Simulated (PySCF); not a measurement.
GeCl₂, SMILES [Cl][Ge][Cl] (connectivity only; charge and spin as stated), neutral, multiplicity 1. Heavy atoms are numbered as in [Ge:1]([Cl:2])[Cl:3].

Geometry optimised at PBE0-D3(BJ)/def2-TZVP. The isomer is the one that the SMILES or the coordinates give; other isomers of the formula were not compared.

The numbers are results of B3LYP/pcSseg-2 run with PySCF, not measurements.

GIAO shieldings, no solvent; atoms alike by connectivity are averaged. δ = σ(ref) − σ: ⁷³Ge against GeH4 (σ = 1629.1 ppm); ³⁵Cl against HCl (σ = 930.0 ppm), references at their B3LYP-D3(BJ)/def2-TZVP geometries, non-relativistic (without spin–orbit terms, shifts of atoms bonded to Cl or Br come out too high).

Computed chemical shifts:
| nucleus | atoms | count | δ (ppm) |
|---|---|---|---|
| ⁷³Ge | Ge1 | 1 | 895.2 |
| ³⁵Cl | Cl2 | 2 | 554.8 |
